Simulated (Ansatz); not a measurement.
`CC(C)[O][GeH2][F]` → `[OH][GeH2][F]` + propene at 600 K and 1 bar (alkene loss).

Program: Ansatz. Geometries: PBE0-D4/def2-TZVP. ΔE: electronic, gas phase. CCSD(T)/CBS is the MP2 limit (def2-TZVPP, def2-QZVPP) plus CCSD(T) − MP2 in def2-TZVPP, frozen cores. For Ge outer-core shells are correlated without core-valence functions, which leaves a few kJ/mol of doubt a bond. Scalar relativity is left out up to krypton. One conformer a species, not always the lowest.

| species | CCSD(T)/CBS energy (Eh) | H − E (kJ/mol) | S (J/(mol·K)) |
| --- | --- | --- | --- |
| `CC(C)[O][GeH2][F]` | -2370.71156 | 384.3 | 506.4 |
| `[OH][GeH2][F]` | -2252.93819 | 124.2 | 350.1 |
| `C=CC` | -117.74610 | 248.6 | 323.1 |

H − E and S are ideal-gas, rigid-rotor, harmonic terms from PBE0-D4/def2-TZVP, for one conformer and one mirror image of each species. 1 Eh = 2625.50 kJ/mol, R = 8.31446 J/(mol·K).

Task: By hand: ΔE, ΔH, ΔS and ΔG.

Result: ΔE = (-2252.93819) + (-117.74610) − (-2370.71156) = 0.02727 Eh = 71.6 kJ/mol. Δ(H − E) = 124.2 + 248.6 − 384.3 = -11.5, so ΔH = 60.1 kJ/mol. ΔS = 350.1 + 323.1 − 506.4 = 166.8 J/(mol·K). ΔG = 60.1 − 600 × (166.8)/1000 = -40.0 kJ/mol.

Task: By hand: the equilibrium constant, and the temperature at which ΔG would vanish if ΔH and ΔS stayed fixed.

Result: log₁₀ K = −ΔG/(RT ln 10) = 3.5. ΔG = 0 at ΔH/ΔS = 360 K.

The number of gas molecules changes by +1, which sets the sign of ΔS. A doubt of 5 kJ/mol in ΔE shifts log₁₀ K by 0.4 here. Other conformers and mirror images would add mixing entropy, several J/(mol·K) or more a flexible species. Modes under 60 cm⁻¹, often nearly free rotors, make the harmonic entropy too high. These are equilibria of isolated gas molecules and say nothing of rates. Largest T1 diagnostic: 0.012 (customary marks: 0.02 for closed shells, 0.045 for open ones).
